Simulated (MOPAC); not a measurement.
MOPAC input (PM6):

```
PM6 FORCE THERMO(298,298) PRECISE LET CHARGE=1 GEO-OK AUX(PRECISION=9) THREADS=1
CF

C     0.00000000 1    0.00000000 1   -0.71839475 1
F     0.00000000 1   -0.00000000 1    0.48721032 1
```

Q: Which zero-point energy does it print?

A: 2.16 kcal/mol, from the harmonic wavenumbers of PM6.
